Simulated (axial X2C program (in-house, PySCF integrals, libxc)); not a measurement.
**GaI: from the spin-free to the two-component result**

Calculated with an in-house all-electron X2C program for linear molecules (integrals from PySCF). Spin-free means the one-electron spin-free X2C Hamiltonian; two-component (2c) means X2C with spin–orbit coupling and atomic mean-field two-electron Coulomb and Gaunt terms, so the difference of the two also holds small scalar two-electron terms. Basis: I dyall-cv3z [11s12p8d4f1g], Ga dyall-cv3z [9s9p7d4f1g] (cores contracted in-house); Gaussian nuclei, density fitting, unrestricted open shells. Masses: I 126.904 u, Ga 68.926 u.

Spin-free state: M_S = 0, Λ = 0 (closed shell); fragments I + Ga.

```tsv
level	Re (Å)	ωe (cm⁻¹)	De (eV)	μ (D)
PBE0	2.590	213.5	3.778	2.65
HF	2.632	203.9	2.668	3.20
MP2	2.603	215.8	3.729	n/a
CCSD	2.609	213.6	3.525	n/a
CCSD(T)	2.608	214.3	3.631	n/a
B97-3	2.616	207.6	3.710	2.88
```

Correlated methods: 10 electrons correlated (number of frozen shells: I 4 s, 3 p, 2 d; Ga 3 s, 2 p, 1 d), 308 virtual spin orbitals or spinors in MP2, 90 natural virtuals in coupled cluster.

Dipoles are positive if Ga is the positive end.

Two-component determinant lowest at the distance of the search:

Ω = 0 (closed shell); fragments I + Ga.

```
  level  Re (Å)  ωe (cm⁻¹)  De (eV)  μ (D)
   PBE0   2.593      212.4      n/a   2.61
     HF   2.635      203.1      n/a   3.17
    MP2   2.606      215.0    3.403    n/a
   CCSD   2.612      212.7    3.191    n/a
CCSD(T)   2.611      213.4    3.299    n/a
  B97-3   2.619      206.5      n/a   2.84
```

Problem. From the two tables, how do the constants change at the CCSD(T) level (2c against spin-free)?

Solution. At the CCSD(T) level Re increases by 0.003 Å and ωe falls by 0.9 cm⁻¹; De changes by -0.332 eV.

The state is a single determinant with fixed occupations, the lowest that a limited PBE0 search found. The closed shell is kept restricted, so the energy runs too high when the bond is stretched far. De is counted from the lowest determinant-based energies of the atoms at the same level, without counterpoise correction. De is not given where an atomic determinant may have missed its ground term or J level, or where the truncated virtual space spoils (T). Coupled cluster ran in a truncated set of natural virtual spinors; the MP2 energy of the rest was added. (T) has no such correction and the atoms are truncated less, which lowers De at CCSD(T) by a hundredth of an eV or more. Without a current term, density functionals place determinants with orbital angular momentum somewhat too high. With the outer-core shells frozen, correlated bond lengths of heavy atoms tend to come out a few hundredths of an ångström too long.
